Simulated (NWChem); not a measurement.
# Atomisation of H₄N₂Pb

```xyz
7

Pb     0.0000     0.0000    -0.2807
N     -1.5522    -0.0104     1.1938
H     -2.5169    -0.2270     0.9626
H     -1.3913    -0.1398     2.1887
N      1.5522     0.0104     1.1938
H      1.3913     0.1398     2.1887
H      2.5169     0.2270     0.9626
```
Charge 0, spin multiplicity 1.

All runs are NWChem calculations. The geometry was optimised at PBE0/def2-SVP with def2 effective core potentials on Pb, a minimum by its harmonic frequencies. It is one conformer; others weren't searched.

Basis set: def2-TZVP. The atomisation energy is electronic alone: no zero-point, thermal, spin-orbit or counterpoise terms. No value is extrapolated to the basis-set limit. Free atoms are single determinants with multiplicities Pb 3, N 4, H 2. Correlated methods freeze the same cores in atoms and molecule, 6 orbitals in all.

Effective core potentials replace the inner electrons of Pb; spin-orbit coupling is left out. B3LYP has NWChem's definition, with VWN1-RPA local correlation. The structure started from a generated list of species. No SCF solution was tested for a lower state. Open-shell Hartree-Fock references start from PBE0 orbitals.

Task: For the atomisation energy, LC-wPBE (omega 0.3 per bohr) gives 500.6 kcal/mol and B3LYP gives 502.6 kcal/mol. What do HF, PBE, MP2 give?

Result: HF: 294.9 kcal/mol; PBE: 515.8 kcal/mol; MP2: 477.6 kcal/mol.
